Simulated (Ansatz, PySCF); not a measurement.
C₂H₈N₂OSi, SMILES C/C=N\[Si@H](N)O. Atoms are numbered in the order given.

```xyz
14

C      2.5528    -0.6938     0.4876
C      1.6549    -0.8069    -0.7082
N      0.4415    -0.4771    -0.8130
Si    -0.7039     0.1921     0.3088
N     -2.2439    -0.5203     0.0387
O     -0.7041     1.8174    -0.0455
H      2.0244    -0.3142     1.3726
H      3.3916    -0.0171     0.2537
H      3.0003    -1.6738     0.7218
H      2.1594    -1.2309    -1.6036
H     -0.4152    -0.0284     1.7611
H     -2.6859    -1.0746     0.7611
H     -2.4991    -0.8384    -0.8896
H     -1.5688     2.2272     0.0518
```

Coordinates come from a PBE0-D3(BJ)/def2-SVP optimisation. The structure was generated by enumeration; whether it is a known compound was not checked. Other conformers were not sampled.

Two levels are set side by side: PBE-D3(BJ)/def2-SVP (Ansatz, a quantum-chemistry and plane-wave program) and PBE0-D3(BJ)/def2-SVP (Ansatz). Each level has its own optimised geometry; the coordinates shown are those of the second. Frequencies come from the Hessian of PySCF at each geometry. Differences are taken from unrounded values.

```tsv
quantity	PBE0-D3(BJ)	PBE-D3(BJ)	PBE-D3(BJ) minus PBE0-D3(BJ)
mean bond length (Å)	1.291	1.301	0.011
bond C1–C2 (Å)	1.500	1.507	0.007
bond C2–N3 (Å)	1.262	1.273	0.012
bond N3–Si4 (Å)	1.737	1.754	0.016
bond Si4–N5 (Å)	1.718	1.729	0.011
bond Si4–O6 (Å)	1.663	1.685	0.022
bond C1–H7 (Å)	1.098	1.107	0.008
bond C1–H8 (Å)	1.103	1.111	0.008
bond C1–H9 (Å)	1.102	1.111	0.009
bond C2–H10 (Å)	1.112	1.121	0.010
bond Si4–H11 (Å)	1.497	1.500	0.003
bond N5–H12 (Å)	1.012	1.022	0.009
bond N5–H13 (Å)	1.014	1.022	0.008
bond O6–H14 (Å)	0.962	0.974	0.013
highest harmonic wavenumber (cm⁻¹)	3932	3742	-190
mean harmonic wavenumber (cm⁻¹)	1318	1278	-40
zero-point energy (kcal/mol)	67.84	65.79	-2.05
```

GGA bonds tend to be longer and softer than those of functionals with exact exchange. Differences between two approximate levels are no errors against the true value.
